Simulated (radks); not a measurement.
Problem. The mean radii <r> (bohr) of the occupied orbitals of an atom or ion are listed with their occupations. Calculated with a radial shooting solver on a logarithmic mesh with Libxc functionals: scalar-relativistic Kohn-Sham, r2SCAN, spin-polarised, spherical densities, finite nucleus; meta-GGA in the generalised Kohn-Sham scheme; Fermi nuclear charge, rms radius of each element as measured or else 0.836 A^(1/3) + 0.57 fm.

orbital  occ.      <r>
1s up       1  0.01867
1s down     1  0.01867
2s up       1  0.07894
2s down     1  0.07894
2p up       3  0.07057
2p down     3  0.07057
3s up       1   0.2046
3s down     1   0.2046
3p up       3   0.2047
3p down     3   0.2047
3d up       5   0.1857
3d down     5   0.1857
4s up       1   0.4581
4s down     1   0.4582
4p up       3   0.4863
4p down     3   0.4865
4d up       5   0.5207
4d down     5   0.5208
5s up       1    1.087
5s down     1    1.082
5p up       3    1.263
5p down     3    1.249
4f up       7   0.6184
4f down     6   0.6158
5d up       3    1.914
6s up       1    2.970
6p up       2    3.930

Name the element and its charge. Open shells, if any, are filled with parallel spins first.

Solution. Z = 73, tantalum, charge 0: Ta in [Xe] 4f13 5d3 6s1 6p2. The 1s radius gives Z: for a bare nucleus <r> = (2 gamma + 1)/(2Z) with gamma = sqrt(1 - (Z/c)^2), 0.01844 bohr for Z = 73, and screening makes it slightly larger (0.01867 here). The occupations add up to 73, and the charge is Z minus that.
